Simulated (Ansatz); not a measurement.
Program: Ansatz. Geometries: PBE0-D4/def2-TZVP. ΔE: electronic, gas phase. CBS: MP2 limit from def2 TZ/QZ plus the TZ coupled-cluster correction, frozen cores. This one scheme is used for every species. DFT in def2-TZVPP. For Ga outer-core shells are correlated without core-valence functions, which leaves a few kJ/mol of doubt a bond. Scalar relativity is left out up to krypton. Each species was taken in one conformer, which may not be the lowest.

`[SH][GaH][Cl]` + H₂ → `[Cl][GaH2]` + H₂S  (hydrogenolysis of a Ga–S bond)

CCSD(T)/CBS gives +18.9 kcal/mol.

Task: Another level gave +20.2 kcal/mol. Which?
A. MP2/def2-TZVPP
B. RPA@PBE/def2-TZVPP
C. BLYP-D4/def2-TZVPP
D. BHLYP/def2-TZVPP

Result: A. MP2/def2-TZVPP 20.2, RPA@PBE/def2-TZVPP 16.7, BLYP-D4 18.7, BHLYP 15.7 kcal/mol.

Largest T1 diagnostic among the species: 0.012.

At CCSD(T), def2-SVP lies −2.2 kcal/mol from the extrapolated value and def2-TZVPP −0.9 kcal/mol. The D4 term adds +1.9 kcal/mol with B3LYP and +1.0 kcal/mol with PBE0; it sums over pairs of atoms, weighted by their polarisabilities, and B3LYP, whose exchange is more repulsive, gets the larger term. From BLYP to BHLYP (50 % exact exchange), in def2-TZVPP and without D4, ΔE moves by −0.7 kcal/mol.

B3LYP here is the variant with VWN-RPA as its local correlation; programs differ in this.
